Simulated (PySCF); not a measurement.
Computed IR spectrum (relative IR intensity) of a molecule C3H6FNSi. The structure is a stationary point at PBE-D3(BJ)/def2-SVP. One conformer was computed; it need not be the lowest. Calculation: PBE-D3(BJ)/def2-SVP run with PySCF. Frequencies are harmonic and unscaled.

Lines under 2 % of the strongest are left out, and lines within 2 cm⁻¹ are merged.

ν (cm⁻¹): 74 (w), 178 (m), 377 (m), 452 (w), 554 (vw), 595 (vw), 630 (w), 644 (m), 783 (s), 843 (w), 848 (s), 979 (vs), 1022 (w), 1138 (vs), 1197 (m), 1289 (w), 1448 (vw), 1727 (s), 2117 (vs), 2129 (vs), 2887 (s), 2918 (m), 3086 (w), 3593 (w) (against the strongest line: vs over 80 %, s over 45 %, m over 15 %, w over 4 %, vw less)

Q: Identify the compound among the candidates.
A. F[C@@H]1CN=C1[SiH3]
B. F/C=C1/CN[SiH2]1
C. F[Si@H]1C=CCN1
D. NC=C=C[SiH2]F

A: B, F/C=C1/CN[SiH2]1
